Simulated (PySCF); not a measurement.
Computed Raman spectrum (relative Raman activity) of a molecule CH8N2OSi. Coordinates come from a ωB97X-D3(BJ)/def2-SVP optimisation. Other conformers were not sampled. Computed with ωB97X-D3(BJ)/def2-SVP in PySCF. Frequencies are harmonic and unscaled.

Lines under 2 % of the strongest are left out, and lines within 2 cm⁻¹ are merged.

ν (cm⁻¹): 731 (vw), 781 (w), 798 (vw), 847 (vw), 983 (vw), 1463 (vw), 1479 (w), 1513 (w), 1536 (vw), 2212 (s), 3023 (vs), 3092 (s), 3142 (m), 3643 (vs), 3749 (m), 3945 (m) (against the strongest line: vs over 80 %, s over 45 %, m over 15 %, w over 4 %, vw less)

**Question.** Pick the molecule that these values belong to.
(A) CO[SiH](N)N
(B) C[Si](N)(N)O
(C) NC[Si@@H](N)O
(D) CN[Si@@H](N)O

**Answer.** D, CN[Si@@H](N)O
